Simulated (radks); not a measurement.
Polarisability of the promethium ion Pm7+, [Kr] 4d10 4f3 5s2 5p3, at imaginary frequency. Calculated with a radial shooting solver on a logarithmic mesh with Libxc functionals: scalar-relativistic Kohn-Sham, LB94 model potential, spin-unpolarised, spherical densities, finite nucleus; Fermi nuclear charge, rms radius 4.962 fm. Response by self-consistent Sternheimer equations with the Hartree and adiabatic LDA kernel, the relativistic mass of each level held fixed and spin-orbit coupling left out.

w (hartree)  alpha1(iw) (bohr^3)
0.00266                    2.924
0.0143                     2.924
0.0360                     2.922
0.0697                     2.917
0.118                      2.904
0.186                      2.874
0.280                      2.814
0.413                      2.697
0.605                      2.486
0.892                      2.139
1.35                       1.652
2.12                       1.104
3.59                      0.6239
6.94                      0.2729
17.5                     0.06855

Static values: alpha1 = 2.924 bohr^3 (0.4333 angstrom^3; uncoupled 4.983). C6 = 10.62, triple-dipole C9 = 21.72 atomic units. One-pole (London) frequency 4 C6 / (3 alpha1^2) = 1.656 hartree, against 4.079 for minus the highest occupied eigenvalue.
